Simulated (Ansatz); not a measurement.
`[CH3][Al]([Br])[Br]`. The species carries charge 0 and has multiplicity 1.

```xyz
7

C    -0.884   -0.225    0.406
Al    0.833    0.196   -0.369
Br    1.078    1.940   -1.770
Br    2.678   -1.014    0.072
H    -0.830   -1.097    1.060
H    -1.257    0.625    0.984
H    -1.617   -0.424   -0.382
```

Q: What are the harmonic wavenumbers in cm⁻¹ at PBE0-D4/def2-TZVP (Ansatz, finite differences of forces, unscaled)? (Best estimate.)

A: The calculation gave: 14, 102, 134, 173, 311, 468, 661, 684, 714, 1220, 1436, 1438, 3049, 3128, 3150.
